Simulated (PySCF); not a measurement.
# Heteronuclear NMR

Numbering as in the mapped SMILES `[CH3:1][SiH2:2][C@@H:3]([SiH3:4])[C:5]([F:6])([F:7])[F:8]`. Hydrogens are named by the atom that carries them. Ha(Si2) is pro-R; Hb(Si2) is pro-S.

How the numbers were obtained: geometry: GFN2-xTB, shielding tensors at PBE0/pcSseg-1 (GIAO), in PySCF (no solvent model, one conformer, no relativistic terms, rapidly exchanging positions averaged).

Q: Where does ¹⁹F resonate?

A: 
```csv
atoms,environment,σ (ppm),δ (ppm)
F6/F7/F8,fluorine of a CF3 group,237.2,-53.4
```

Shieldings were converted by a linear fit to measured shifts: ¹⁹F: δ = 146.13 − 0.903σ +14.6 on sp3 carbon (rms 6.0 ppm, 223 shifts, 7.0 ppm with the 5 outliers that the fit left out vs CFCl3, solution or neat liquid). A few per cent of atoms miss by over 2 rms, more outside the fitted compound classes.

On a 400 MHz spectrometer ¹⁹F resonates near 376.4 MHz, so 1 ppm is 376.4 Hz.

Q: Where does ²⁹Si resonate?

A: 
```
atoms                 environment  σ (ppm)  δ (ppm)
  Si2  silicon bonded to 2 C, 2 H    390.3    -40.8
  Si4    silicon bonded to C, 3 H    422.4    -67.2
```

Shieldings were converted by a linear fit to measured shifts: ²⁹Si: δ = 279.94 − 0.822σ (rms 8.9 ppm, 72 shifts, 25.8 ppm with the 6 outliers that the fit left out vs TMS, solution or neat liquid). A few per cent of atoms miss by over 2 rms, more outside the fitted compound classes.

On a 500 MHz spectrometer ²⁹Si resonates near 99.3 MHz, so 1 ppm is 99.3 Hz.
